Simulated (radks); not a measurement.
Task: All-electron atom: the rhodium ion Rh+ in [Kr] 4d7.5 5p0.5 (fractional occupations, a model configuration). Method: Dirac Kohn-Sham, BLYP, spin-unpolarised, spherical densities, point nucleus; open shells are shared between the two j in proportion to 2j + 1; computed with a radial shooting solver on a logarithmic mesh with Libxc functionals. Some entries of the table are withheld. Estimate them.

orbital      occ.  eigenvalue (eV)  <r> (bohr)  r(max) (bohr)
1s1/2           2        -23040.86     0.03262        0.02117
2s1/2           2        -3348.453      0.1416         0.1199
2p1/2           2        -3101.321      0.1203        0.09292
2p3/2           4        -2956.621      0.1252        0.09700
3s1/2           2        -606.6198      0.3906         0.3516
3p1/2           2              (1)      0.3831         0.3382
3p3/2           4              (2)      0.3939         0.3479
3d3/2           4        -313.7105      0.3684         0.2896
3d5/2           6        -308.8015      0.3719         0.2924
4s1/2           2         -92.7322      0.9785         0.8809
4p1/2           2              (3)       1.057         0.9265
4p3/2           4              (4)       1.088         0.9513
4d3/2           3         -15.9300       1.498            (5)
4d5/2         4.5         -15.5098       1.518            (6)
5p1/2    0.166667          -7.3328         (7)            (8)
5p3/2    0.333333          -7.0770         (9)           (10)

Result: 
(1) 3p1/2 eigenvalue (eV): -509.9119
(2) 3p3/2 eigenvalue (eV): -485.0236
(3) 4p1/2 eigenvalue (eV): -63.3102
(4) 4p3/2 eigenvalue (eV): -59.3702
(5) 4d3/2 r(max) (bohr): 1.132
(6) 4d5/2 r(max) (bohr): 1.143
(7) 5p1/2 <r> (bohr): 3.654
(8) 5p1/2 r(max) (bohr): 3.055
(9) 5p3/2 <r> (bohr): 3.758
(10) 5p3/2 r(max) (bohr): 3.150
